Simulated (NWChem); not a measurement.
**Correlation energy of BiF3**

```xyz
4

Bi     0.0023     0.2550     0.0000
F     -0.8774    -0.7762     1.5077
F     -0.8774    -0.7762    -1.5077
F      1.7338    -0.7994     0.0000
```
Charge 0, spin multiplicity 1.

Everything below was run with NWChem. The geometry was optimised at B3LYP/def2-SVP with def2 effective core potentials on Bi, a minimum by its harmonic frequencies.

Basis set: def2-SVP. Each correlation energy counts from its own Hartree-Fock reference.

| method | correlation energy (mHa) | difference from CCSD(T) |
|---|---|---|
| MP2 | -682.0 | +17.4 |
| SCS-MP2 | -652.9 | +46.5 |
| CR-CCSD[T] | -698.6 | +0.9 |
| CR-CCSD(T) | -696.3 | +3.1 |
| CCSD | -685.6 | +13.8 |
| CCSD+T(CCSD) | -702.5 | -3.1 |
| CCSD(T) | -699.4 | 0.0 |

The values span 49.6 mHa, from CCSD+T(CCSD) (lowest) to SCS-MP2 (highest). 

Effective core potentials replace the inner electrons of Bi; spin-orbit coupling is left out. The correlated methods keep 7 core orbitals frozen. The structure started from a generated list of species. Coupled-cluster values serve here as a point of comparison, not as the truth.
